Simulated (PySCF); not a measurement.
Compound: C3H10F3NSi2.
Numbering: `[CH3:1][N:2]([SiH3:3])[CH2:4][SiH2:5][C:6]([F:7])([F:8])[F:9]` (hydrogens: H10, H11, H12 on C1; H13, H14, H15 on Si3; H16, H17 on C4; H18, H19 on Si5)

Geometry (GFN2-xTB, Å), atoms numbered from 1 in this order:
```xyz
19
C3H10F3NSi2 angstrom
C     -1.3411    1.1258    1.3074
N     -1.2332   -0.1295    0.6137
Si    -2.4771   -0.6715   -0.4472
C      0.1309   -0.5711    0.4477
Si     1.2229    0.5074   -0.6924
C      2.9521   -0.3875   -0.6691
F      2.8791   -1.6861   -1.0291
F      3.8449    0.1786   -1.5044
F      3.5253   -0.3740    0.5533
H     -0.9642    1.9636    0.7075
H     -2.3829    1.3174    1.5507
H     -0.7669    1.0884    2.2365
H     -3.7218   -0.3603    0.2511
H     -2.4784   -0.0264   -1.7723
H     -2.2430   -2.1050   -0.6044
H      0.1081   -1.5917    0.0544
H      0.5994   -0.6286    1.4423
H      0.8102    0.5102   -2.0941
H      1.5259    1.8496   -0.1945
```

Computed at PBE0/pcSseg-1 (PySCF, non-relativistic), with Q(14N) = 0.02044 b: N2, 14N (I = 1): χzz = -5.511 MHz, η = 0.372.

Q: Find the zero-field quadrupole resonance frequencies of 14N at N2.

A: From ν± = (3/4)|χ|(1 ± η/3) and ν0 = |χ|η/2: ν+ 4.646 MHz, ν− 3.621 MHz, ν0 1.026 MHz (silicon-bound nitrogen).

In a crystal, neighbours and librations shift these lines. The structure is a single GFN2-xTB conformer in the gas phase; no vibrational or solvent corrections. GFN2-xTB bond lengths can be off by several hundredths of an ångström, more for odd bonds, and the gradients follow them. These gradients aren't converged with respect to the basis.
